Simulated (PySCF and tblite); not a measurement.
The numbers below are computed, except where a source is named.
C11H8OS, numbered as in [O:1]=[C:2]([c:3]1[cH:4][cH:5][cH:6][cH:7][cH:8]1)[c:9]1[cH:10][cH:11][cH:12][s:13]1.

Conformers came from 90 starts (ETKDG and KDG, MMFF94s, GFN2-xTB); geometries are GFN2-xTB. Free energies are PBE0-D3(BJ)/6-31G* single points with GFN2-xTB rigid-rotor and vibrational terms (modes under about 100 cm⁻¹ blended into free rotors). Symmetry numbers and mirror images are counted. Conformers within 1.5 kcal/mol (GFN2-xTB free energy) were kept, 10 at most. GIAO shieldings: PBE0/6-31G*. Shifts are against TMS (¹H), TMS (¹³C) at the same level. Codes: tblite and PySCF.

Torsions listed: O1–C2–C3–C4, O1–C2–C9–S13. Of a mirror pair one member is shown.

```csv
conformer,shape,symmetry,E(GFN2) kcal/mol,E(DFT) kcal/mol
1,"139°, -15°",C1 (pair),0.41,0.00
2,"41°, -166°",C1 (pair),0.00,1.46
```

(1) How much do the weights at 298.15 K and the averaged shift of H10 depend on how the conformers are weighted?

Answers

(1) 
```tsv
weighting	1 (%)	2 (%)	δ (ppm)	rms dipole (D)
DFT energy with thermal terms, symmetry and mirror images (full scheme)	92	8	7.39	3.71
DFT energy with symmetry and mirror images	92	8	7.39	3.71
bare DFT energy	92	8	7.39	3.71
GFN2-xTB energy with symmetry and mirror images	33	67	7.92	3.24
GFN2-xTB free energy	33	67	7.92	3.23
leading conformer alone	100	0	7.32	3.77
equal weights	50	50	7.77	3.38
full scheme, search stopped after three starts	0	100	8.21	2.94
```

The largest departure from the full scheme, 0.82 ppm, comes with: full scheme, search stopped after three starts.
